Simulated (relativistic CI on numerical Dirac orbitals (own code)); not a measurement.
## Radial parameters of Os⁴⁺

These numbers are calculated, not measured: Dirac-Coulomb-Breit CI, orbitals from a KLI potential per configuration, model QED (radiative potential, 1s self-energy scaled to tabulated hydrogen-like ionisation energies), valence Slater integrals scaled by 0.85, P86 correlation energy added to each configuration (own radial code, finite nucleus).

Slater integrals F^k, G^k are unscaled and averaged over j, outside the closed core [Kr] 4d10 4f14 5s2; ζ comes from projecting the Hamiltonian with its Breit term on Σ l·s of the shell.

- 5p6.5d4: F^2(5d,5d) = 68097, F^4(5d,5d) = 45476, ζ(5d) = 3854.3 cm⁻¹; <r>(5d) = 1.539, <r^2>(5d) = 2.71 (bohr units).
- 5p6.5d3.6s: F^2(5d,5d) = 68874, F^4(5d,5d) = 46032, ζ(5d) = 4096.6, G^2(5d,6s) = 23997 cm⁻¹; <r>(5d) = 1.521, <r^2>(5d) = 2.65, <r>(6s) = 2.312, <r^2>(6s) = 5.947 (bohr units).
- 5p6.5d3.6p: F^2(5d,5d) = 69511, F^4(5d,5d) = 46513, ζ(5d) = 4224.5, F^2(5d,6p) = 31785, G^1(5d,6p) = 13819, G^3(5d,6p) = 11889, ζ(6p) = 10610 cm⁻¹; <r>(5d) = 1.509, <r^2>(5d) = 2.607, <r>(6p) = 2.737, <r^2>(6p) = 8.347 (bohr units).

Question: Give the Racah parameters of the d shell in 5p6.5d4.

Answer: B = F²/49 − 5F⁴/441 = 874 cm⁻¹ and C = 35F⁴/441 = 3609 cm⁻¹; values fitted to spectra at such low charge are typically 15 to 30 % smaller.

In this model ζ of a weakly bound d, f or g electron outside closed shells comes out too small, for d by up to a factor of two or three and at times with the wrong sign; that of an outer p electron is too small as well.

Averages of the first 10 configurations, taken without configuration mixing, which lowers the lowest level and can move excited configurations by several eV; other configurations of the list can lie among them:

```csv
Configuration,Parity,States,Average energy above the lowest level (eV)
5p6.5d4,even,210,4.4
5p6.5d3.6s,even,240,13.4
5p6.5d3.6p,odd,720,23.0
5p6.5d3.5f,odd,1680,36.6
5p6.5d3.5g,even,2160,45.9
5p6.5d2.6s.6p,odd,540,33.2
5p6.5d3.7s,even,240,35.4
5p6.5d3.6d,even,1200,34.5
5p5.5d5,odd,1512,55.7
5p6.5d3.7p,odd,720,39.2
```
